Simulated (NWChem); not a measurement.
# Basis-set convergence for SSn

```xyz
2

Sn     0.0000     0.0000     0.5388
S      0.0000     0.0000    -1.6838
```
Charge 0, spin multiplicity 1.

All runs are NWChem calculations. Structure: optimised with PBE0/def2-SVP with def2 effective core potentials on Sn, a minimum by its harmonic frequencies.

Quantity: LUMO energy at the level B3LYP.

Effective core potentials replace the inner electrons of Sn; spin-orbit coupling is left out. B3LYP has NWChem's definition, with VWN1-RPA local correlation. The structure started from a generated list of species.

Task: In def2-QZVP the value is -2.76 eV. Among def2-SVP, def2-SVPD, def2-TZVP, def2-TZVPP, def2-TZVPD, which is the smallest basis within 0.2 eV of it?

Result: def2-SVPD, with 59 functions against 152 (also within reach: def2-TZVP, def2-TZVPP, def2-TZVPD). def2-QZVP isn't the basis-set limit itself, and a small set can land close by cancellation.

| basis | functions | LUMO energy (eV) |
|---|---|---|
| def2-SVP | 44 | -2.54 |
| def2-SVPD | 59 | -2.77 |
| def2-TZVP | 87 | -2.71 |
| def2-TZVPP | 92 | -2.71 |
| def2-TZVPD | 102 | -2.77 |
| def2-QZVP | 152 | -2.76 |
